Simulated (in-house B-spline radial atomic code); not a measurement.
Settings and results of a run for S7+. Computed with an all-electron radial atomic-structure program (B-spline basis): non-relativistic B97-1, spin-polarised, spherical fractional occupations, exact exchange averaged over the configuration, point nucleus.

Command:
```bash
python run_scf.py task.json out
```
Settings:
```
Z                16
configuration    [He] 2s2 2p5
hamiltonian      nr
method           b97_1
spin_polarised   True
exact_exchange   averaged over the configuration
```

Output (hartree, bohr):
```
 radial grid: 39 intervals, B-splines of order 8, outer radius 5.1948 bohr

 iter        energy (Eh)    residual
    1        -371.289981    8.42e-01
    2        -377.157399    2.32e-01
    3        -377.534729    8.79e-02
    4        -377.590789    3.32e-02
    5        -377.599234    8.65e-03
    6        -377.599880    4.93e-05
    7        -377.599880    3.92e-06
    8        -377.599880    8.76e-08

 total energy                      -377.59988
 kinetic                             377.2319
 electron-nucleus                   -845.4327
 Hartree                             111.8193
 exact exchange                       -4.2093
 exchange-correlation                -17.0090

 orbital      occ     eigenvalue          <r>       <r^2>       <1/r>       r_max
 1s up      1.000       -95.2480    0.0972021   0.0126984     15.5653     0.06371
 1s down    1.000       -95.1622    0.0970939   0.0126666     15.5777     0.06369
 2s up      1.000       -13.5189     0.462737    0.252946     3.16706      0.3822
 2s down    1.000       -13.3289     0.465116    0.255674     3.14624      0.3833
 2p up      3.000       -11.5829     0.418732    0.216196     3.08293      0.3168
 2p down    2.000       -11.4137     0.421463    0.219259     3.06722      0.3182
```

Run time, properties included: 0.21 s on 1 thread of Arm Neoverse N1 (shared host).
